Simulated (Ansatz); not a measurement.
One change: `C[Si](N)([SiH3])Cl` becomes `C[Si](F)([SiH3])Cl`.

Ansatz, PBE0-D4/def2-TZVP geometries, multiplicity 1. Each molecule was computed in one conformer, which needn't be the lowest.

```tsv
property	`C[Si](N)([SiH3])Cl`
HOMO–LUMO gap (ωB97M-V/def2-TZVPP) / eV	11.64
LUMO energy (PBE/def2-TZVPP) / eV	-0.70
HOMO–LUMO gap (PBE/def2-TZVPP) / eV	5.68
HOMO energy (PBE/def2-TZVPP) / eV	-6.38
size of the dipole moment (ωB97M-V/def2-TZVPP) / D	2.02
zero-point energy (PBE0-D4/def2-TZVP) / kJ/mol	236.9
```

(1) What does the change do to each property? (An estimate is asked.)

Results:

(1) Computed: 
```json
{"property": "HOMO–LUMO gap (ωB97M-V/def2-TZVPP) / eV", "`C[Si](F)([SiH3])Cl`": "11.83", "shift": "0.19"}
{"property": "LUMO energy (PBE/def2-TZVPP) / eV", "`C[Si](F)([SiH3])Cl`": "-1.05", "shift": "-0.35"}
{"property": "HOMO–LUMO gap (PBE/def2-TZVPP) / eV", "`C[Si](F)([SiH3])Cl`": "5.89", "shift": "0.21"}
{"property": "HOMO energy (PBE/def2-TZVPP) / eV", "`C[Si](F)([SiH3])Cl`": "-6.95", "shift": "-0.57"}
{"property": "size of the dipole moment (ωB97M-V/def2-TZVPP) / D", "`C[Si](F)([SiH3])Cl`": "1.99", "shift": "-0.03"}
{"property": "zero-point energy (PBE0-D4/def2-TZVP) / kJ/mol", "`C[Si](F)([SiH3])Cl`": "175.1", "shift": "-61.8"}
```

With PBE0 the HOMO falls by 0.46 eV and the LUMO falls by 0.32 eV, so the gap widens by about 0.14 eV. PBE moves the HOMO by -0.57 eV and ωB97M-V by -0.40 eV. The zero-point energy changes by -61.8 kJ/mol with -6 modes. Dipoles are sizes alone; their direction can turn.

Positive LUMOs are unbound, so they and the gaps depend on the basis.
